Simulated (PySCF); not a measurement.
**Correlation energy of Pb (lead, neutral)**

[Xe] 4f14 5d10 6s1 6p3, high-spin 5S determinant (an excited configuration). Computed with PySCF 2.14 in x2c-TZVPPall with one added diffuse shell each of s, p, d, f type (12s8p7d4f, 99 functions), with scalar relativity by spin-free X2C-1e. Frozen: [Kr] 4d10 4f14; 22 electrons correlated.

| level | correlation energy (mhartree) |
| --- | --- |
| CCSD | -405.66 |
| (T) | -7.24 |
| CCSD(T) | -412.90 |

Diagnostics: T1 = 0.0063, D1 = 0.0219, largest double amplitude 0.030.

Is a single reference adequate?

Yes, within this model without spin-orbit coupling: T1 lies below 0.03 and no double amplitude reaches 0.07.

This basis was not built for core-valence correlation, so the inner-shell part is incomplete.

Spin-orbit coupling is strong in this species, so the high-spin LS determinant is a model state.
